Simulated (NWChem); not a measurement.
Molecule: Si2H4OF2; SMILES O[Si@H]([SiH2]F)F

```xyz
9

O     -1.1425    -1.7207    -0.3348
Si     0.0359    -0.8318     0.4119
F      1.5068    -1.4073     0.0160
Si    -0.2189     1.3197    -0.4740
F      0.8329     2.3167     0.2770
H     -1.2890    -2.6284    -0.0508
H     -0.0479    -0.9383     1.8975
H      0.0733     1.3359    -1.9362
H     -1.5976     1.8348    -0.2294
```
Atoms are numbered in this order, from 1.

Structure relaxed at the PBE0/def2-SVP level.

Problem. Give the principal values of the shielding tensors (ppm) of O1, Si2, F3, Si4, F5 from PBE0/pcSseg-1, GIAO (NWChem), with their diamagnetic and paramagnetic parts as GIAO splits them.

Solution. 
| atom | σ11 | σ22 | σ33 | isotropic | diamagnetic | paramagnetic |
|---|---|---|---|---|---|---|
| O1 | 214.1 | 272.5 | 325.2 | 270.6 | 391.1 | -120.5 |
| Si2 | 331.1 | 359.8 | 372.7 | 354.5 | 879.0 | -524.4 |
| F3 | 235.8 | 347.9 | 411.3 | 331.7 | 473.4 | -141.7 |
| Si4 | 291.5 | 311.7 | 458.1 | 353.8 | 878.8 | -525.0 |
| F5 | 400.9 | 433.3 | 474.4 | 436.2 | 473.1 | -36.9 |
